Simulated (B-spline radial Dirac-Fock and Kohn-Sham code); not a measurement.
Photoelectron lines of Hg²⁺ at 9550 eV

System: Hg²⁺ in the configuration [Xe] 4f14 5d10.

Input of the calculation (task.json; shells as n, l, electrons):

```json
{"items": [{
  "Z": 80,
  "q": 2,
  "cfg": [[1, 0, 2], [2, 0, 2], [2, 1, 6], [3, 0, 2], [3, 1, 6], [3, 2, 10], [4, 0, 2], [4, 1, 6], [4, 2, 10], [4, 3, 14], [5, 0, 2], [5, 1, 6], [5, 2, 10]],
  "A": 202,
  "rrms": 5.4648,
  "do": ["binding", "quiet", "photo"],
  "hv": [37.0, 59.0, 61.2, 205.0, 380.0, 396.0, 598.0, 725.0, 893.0, 1170.0, 2460.0, 3420.0, 9550.0, 13100.0, 16300.0, 17400.0, 21300.0, 22200.0, 46000.0, 73100.0, 75500.0, 94700.0, 129000.0, 152000.0]
}]}
```

Command: `python xray_run.py task.json out`

Model: a relativistic central-field model (Hartree-Slater potential of the initial state, Latter tail, multipole expansion of the photon field, Dirac-Fock thresholds). Program: an atomic code on a B-spline grid. The asymmetry parameter β is from the dipole term alone. Kinetic energies are from the vacuum level.

The last column is dσ/dΩ = σ/(4π) · [1 − (β/2) P₂(cos θ)] at θ = 0° from the beam of unpolarised light.

| subshell | electrons | binding (eV) | kinetic (eV) | σ (kb) | β | dσ/dΩ (kb/sr) |
| --- | --- | --- | --- | --- | --- | --- |
| 3s | 2 | 3597.1 | 5952.9 | 4.65 | 1.92 | 0.0140 |
| 3p1/2 | 2 | 3311.7 | 6238.3 | 6.06 | 1.59 | 0.0996 |
| 3p3/2 | 4 | 2880.5 | 6669.5 | 10.5 | 1.70 | 0.126 |
| 3d3/2 | 4 | 2414.1 | 7135.9 | 5.83 | 1.26 | 0.172 |
| 3d5/2 | 6 | 2323.3 | 7226.7 | 7.59 | 1.14 | 0.259 |
| 4s | 2 | 836.3 | 8713.7 | 1.28 | 1.93 | 0.00360 |
| 4p1/2 | 2 | 713.7 | 8836.3 | 1.46 | 1.61 | 0.0226 |
| 4p3/2 | 4 | 609.0 | 8941.0 | 2.45 | 1.73 | 0.0263 |
| 4d3/2 | 4 | 408.7 | 9141.3 | 1.20 | 1.26 | 0.0355 |
| 4d5/2 | 6 | 389.2 | 9160.8 | 1.55 | 1.11 | 0.0547 |
| 4f5/2 | 6 | 129.2 | 9420.8 | 0.125 | 0.73 | 0.00628 |
| 4f7/2 | 8 | 125.1 | 9424.9 | 0.151 | 0.70 | 0.00779 |
| 5s | 2 | 153.4 | 9396.6 | 0.270 | 1.93 | 0.000750 |
| 5p1/2 | 2 | 111.7 | 9438.3 | 0.267 | 1.61 | 0.00411 |
| 5p3/2 | 4 | 93.58 | 9456.4 | 0.427 | 1.73 | 0.00452 |
| 5d3/2 | 4 | 34.86 | 9515.1 | 0.128 | 1.25 | 0.00382 |
| 5d5/2 | 6 | 32.98 | 9517.0 | 0.161 | 1.10 | 0.00572 |

Branching ratios of the spin-orbit partners (statistical value in brackets): 3p 1.74 (2.00), 3d 1.30 (1.50), 4p 1.68 (2.00), 4d 1.29 (1.50), 4f 1.21 (1.33), 5p 1.60 (2.00), 5d 1.25 (1.50).

Run: 13 s of CPU time on 1 thread of Neoverse-N1 (shared host), peak memory 0.46 GiB.
